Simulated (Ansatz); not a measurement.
Ga₁₀Sb₁₀H₂₈, a nanocrystal cut from zinc blende GaSb (hydrogen-capped). The state is a singlet with charge 0. Geometry PBE-D4/def2-SVP; atoms count from 1.

```xyz
48

Ga    2.279   -3.644    2.805
Ga   -4.407   -2.786    0.353
Ga   -3.656    2.141    0.266
Ga    3.835    0.608    2.285
Ga    0.655    3.883    0.940
Ga   -0.273   -0.274    1.127
Ga    0.265   -3.384   -1.660
Ga   -1.843   -0.014   -2.914
Ga    2.183    0.924   -2.168
Ga   -0.865    4.260   -3.043
Sb   -2.182   -2.061    1.741
Sb    1.760   -0.987    2.697
Sb    2.183   -4.045    0.131
Sb   -1.255    2.136    1.543
Sb   -3.789   -1.681   -2.034
Sb   -2.636    2.401   -2.202
Sb    2.740    3.053    2.452
Sb    4.163    0.465   -0.374
Sb    1.257    3.360   -1.589
Sb    0.255   -0.715   -1.417
H     3.762   -3.841    3.304
H     0.995   -4.332    3.411
H    -4.332   -4.353    0.208
H    -5.571   -1.933    0.982
H    -4.507    3.379    0.739
H    -4.118    0.626    0.424
H     5.162    0.430    3.117
H     0.372    5.399    1.279
H    -1.114   -3.794   -0.978
H     0.721   -3.867   -3.088
H    -1.573   -0.325   -4.442
H     2.791    0.781   -3.618
H    -1.219    5.664   -2.412
H    -0.559    3.977   -4.565
H    -2.637   -1.635    3.345
H    -1.290   -3.458    2.186
H     1.243   -0.481    4.260
H     2.676   -5.674   -0.122
H     3.632   -3.351   -0.484
H    -1.416    2.217    3.256
H    -5.247   -0.949   -2.575
H    -3.823   -2.975   -3.164
H    -4.017    2.626   -3.206
H     2.371    3.272    4.116
H     4.006    4.217    2.393
H     5.562    1.395   -0.742
H     4.876   -1.069   -0.677
H     2.586    4.416   -1.882
```

In the def2 sets Sb takes a core potential; there is no spin–orbit coupling. Single mean-field runs in def2-TZVP are fitted with def2-universal-jkfit.

Q: Estimate the Mulliken populations of the heavy atoms from the PBE0/def2-TZVP orbitals of Ansatz.

A: 
```
atom  charge (e)
 Ga1        0.08
 Ga2        0.10
 Ga3        0.13
 Ga4        0.14
 Ga5        0.10
 Ga6       -0.09
 Ga7        0.11
 Ga8        0.11
 Ga9        0.14
Ga10        0.11
Sb11        0.05
Sb12       -0.10
Sb13       -0.02
Sb14       -0.06
Sb15        0.00
Sb16       -0.15
Sb17       -0.01
Sb18       -0.04
Sb19       -0.17
Sb20       -0.26
```
Mulliken values depend strongly on the basis.

Q: And the Mayer bond orders between heavy atoms (over 0.3)?

A: Ga1–Sb12 0.65 (2.71 Å); Ga1–Sb13 0.69 (2.71 Å); Ga2–Sb11 0.62 (2.72 Å); Ga2–Sb15 0.69 (2.70 Å); Ga3–Sb14 0.63 (2.72 Å); Ga3–Sb16 0.73 (2.68 Å); Ga4–Sb12 0.78 (2.65 Å); Ga4–Sb17 0.73 (2.68 Å); Ga4–Sb18 0.72 (2.68 Å); Ga5–Sb14 0.77 (2.66 Å); Ga5–Sb17 0.68 (2.71 Å); Ga5–Sb19 0.81 (2.65 Å); Ga6–Sb11 0.81 (2.69 Å); Ga6–Sb12 0.81 (2.67 Å); Ga6–Sb14 0.87 (2.64 Å); Ga6–Sb20 0.84 (2.64 Å); Ga7–Sb13 0.69 (2.71 Å); Ga7–Sb20 0.70 (2.68 Å); Ga8–Sb15 0.70 (2.71 Å); Ga8–Sb16 0.82 (2.64 Å); Ga8–Sb20 0.75 (2.67 Å); Ga9–Sb18 0.66 (2.71 Å); Ga9–Sb19 0.78 (2.67 Å); Ga9–Sb20 0.78 (2.64 Å); Ga10–Sb16 0.68 (2.70 Å); Ga10–Sb19 0.64 (2.73 Å).
